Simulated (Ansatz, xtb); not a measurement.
# Ranking isomers of H8NSSi2+

10 gas-phase structures of H8NSSi2+, found in a search over its isomers (lower ones may exist). Each was relaxed with GFN2-xTB; where two conformers were screened, the lower at r2SCAN-D4/def2-SVP is listed:

A. `[SiH3][NH2+]S[SiH3]`, a singlet
B. a singlet given by its coordinates
C. a singlet given by its coordinates
D. `[SiH3][NH2+][SiH2]S`, a singlet
E. `[NH3+][Si@H]([SiH3])S`, a singlet
F. `[NH3+][SiH2][SiH2]S`, a singlet
G. `N[SiH2][SH+][SiH3]`, a singlet
H. `[NH3+][SiH2]S[SiH3]`, a singlet
I. `[SiH3][NH+]([SiH3])S`, a singlet
J. `N[S+]([SiH3])[SiH3]`, a singlet

C (Å):

| atom | x (Å) | y (Å) | z (Å) |
| --- | --- | --- | --- |
| N | -0.1518 | -0.6157 | 0.3981 |
| S | -1.7501 | 1.7289 | 2.1341 |
| Si | 0.4643 | -0.1689 | -1.2456 |
| Si | -1.6608 | -0.5711 | 1.1374 |
| H | 1.3949 | 0.9276 | -0.9918 |
| H | -0.7487 | 0.2553 | -1.9385 |
| H | 1.0778 | -1.3842 | -1.7588 |
| H | 0.6031 | -0.9675 | 0.9750 |
| H | -2.7780 | -0.3523 | 0.2387 |
| H | -1.7981 | -1.2477 | 2.4099 |
| H | -2.0281 | 2.4446 | 1.0440 |
| H | -3.0118 | 1.7667 | 2.5647 |

Close contacts (Å): N1–Si3 1.81, N1–Si4 1.68, S2–Si4 2.51, N1–H8 1.01, S2–H11 1.33, S2–H12 1.33, Si3–H5 1.46, Si3–H6 1.46, Si3–H7 1.45, Si4–H9 1.45, Si4–H10 1.45.

B (Å):

```xyz
12

N    -2.0064    1.1908    0.3932
S     0.5924    0.0846   -0.6175
Si    1.9881   -1.2754   -1.1523
Si   -1.3030   -0.9326    0.4633
H    -2.0765    1.5196   -0.5671
H    -2.9163    1.3212    0.8309
H    -1.3447    1.7994    0.8695
H     1.8617   -2.7049   -0.9566
H     3.1948   -0.7843   -1.7766
H    -0.7223   -2.3079    0.4514
H    -2.2758   -1.0268   -0.6176
H    -1.1109   -0.5580    1.8583
```

Close contacts (Å): N1–Si4 2.24, S2–Si3 2.02, S2–Si4 2.41, N1–H5 1.02, N1–H6 1.02, N1–H7 1.02, Si3–H8 1.45, Si3–H9 1.44, Si4–H10 1.49, Si4–H11 1.46, Si4–H12 1.46.

Task: Make a reasoned guess at their ranking by r2SCAN-D4/def2-SVP single-point energy.

Result: Calculated order at r2SCAN-D4/def2-SVP: H (0.000), D (0.339), F (0.558), E (0.589), G (1.004), C (1.108), A (2.094), B (2.138), I (2.314), J (2.690) eV. Less than 1 kcal/mol parts F and E; A and B, so the order within those pairs means little.

Energies above the lowest of each column, in eV; the last columns are at B3LYP-D3(BJ)/def2-SVP geometries and were run for some of them only (a dash: not run or not comparable):

| structure | GFN2-xTB | HF/STO-3G | r2SCAN-D4/def2-SVP | B3LYP-D3(BJ)/def2-SVP | CCSD(T)/def2-SVP + ΔMP2/def2-TZVPP |
| --- | --- | --- | --- | --- | --- |
| H | 0.000 | 0.363 | 0.000 | 0.000 | 0.000 |
| D | 0.057 | 0.000 | 0.339 | 0.231 | 0.267 |
| F | 1.079 | 0.684 | 0.558 | 0.454 | – |
| E | 1.251 | 0.770 | 0.589 | 0.483 | – |
| G | 0.047 | 1.267 | 1.004 | – | – |
| C | 0.421 | 1.536 | 1.108 | – | – |
| A | 1.216 | 1.271 | 2.094 | – | – |
| B | 0.757 | 3.784 | 2.138 | – | – |
| I | 1.213 | 1.336 | 2.314 | – | – |
| J | 1.243 | 2.234 | 2.690 | – | – |

CCSD(T)/def2-SVP + ΔMP2/def2-TZVPP puts H lowest of those it was run on; HF/STO-3G picks D. Some further structures that were screened fall inside this span and aren't listed. Flexible structures stand in one conformer each, not always the lowest. Frequencies (B3LYP-D3(BJ)/def2-SVP) were run for D, H alone. ΔMP2 is the change of the MP2 energy from the smaller to the larger basis.

Over these structures GFN2-xTB departs from r2SCAN-D4/def2-SVP by 0.624 eV on average once a common shift is removed. A GFN2-xTB relaxation took about 0.097 s and the r2SCAN-D4/def2-SVP energy about 1.8 s on a shared host (Ansatz 0.2.0, xtb 6.7.1).
